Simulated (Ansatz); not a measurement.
A nudged elastic band was laid between two geometries of BF2GaH2 (6 atoms, charge 0, multiplicity 1).

Level of theory: RHF/def2-SVP (Ansatz).

```yaml
movable_images: 9
climbing_image: yes
spring: 5.0 eV/Å²
optimiser: quadratic models (default)
start_path: IDPP
force_threshold: 0.05 eV/Å
iteration_limit: 60
end_points: relaxed
```

First end point:

```xyz
6
Properties=species:S:1:pos:R:3
F 1.036 -1.497 -1.135
B 0.909 -0.269 -0.679
Ga -0.685 0.195 0.677
F -2.081 0.957 -0.071
H 1.720 0.532 -1.065
H -0.856 0.019 2.226
```

Last end point:

```xyz
6
Properties=species:S:1:pos:R:3
F 2.069 -0.089 -0.532
B 0.808 -0.406 -0.738
Ga -0.678 0.208 0.681
F -1.567 1.655 0.231
H 0.572 -1.037 -1.734
H -1.162 -0.395 2.045
```

Q: What changes between the two ends?

A: No bond is made or broken. The dihedral F1–B2–Ga3–H6 goes from 82 to -83°. The two ends are copies of one structure, up to a mirror image or an exchange of like atoms.

Q: What energy profile does the band end with?

A: The forces met the threshold. The highest image is number 5 of 0 to 10, 0.025 eV above the ends, which have the same energy within 2 meV. A vibrational analysis at the climbing image gives one clearly imaginary mode, 41i cm⁻¹: a first-order saddle point.

| image | path coordinate (Å) | energy (eV) | dihedral F1–B2–Ga3–H6 (°) |
| --- | --- | --- | --- |
| 0 | 0.00 | 0.000 | 82 |
| 1 | 0.34 | 0.003 | 65 |
| 2 | 0.69 | 0.010 | 49 |
| 3 | 1.03 | 0.018 | 32 |
| 4 | 1.38 | 0.024 | 16 |
| 5 | 1.72 | 0.025 | -1 |
| 6 | 2.06 | 0.023 | -17 |
| 7 | 2.39 | 0.017 | -34 |
| 8 | 2.73 | 0.009 | -50 |
| 9 | 3.07 | 0.003 | -66 |
| 10 | 3.41 | 0.000 | -83 |

Q: What is the geometry of the highest image?

A: 
```xyz
6
Properties=species:S:1:pos:R:3:forces:R:3
F 1.493 -1.471 -0.569 0.01 -0.01 0.00
B 0.795 -0.375 -0.775 -0.02 0.02 0.01
Ga -0.652 0.231 0.699 0.01 -0.02 0.01
F -1.499 1.724 0.330 -0.01 0.01 0.00
H 1.016 0.227 -1.791 0.01 -0.01 -0.01
H -1.111 -0.401 2.060 0.00 0.00 0.00
```

Run time: 87 s on 1 thread of Arm Neoverse V2, on a shared host, peak memory 0.16 GiB.
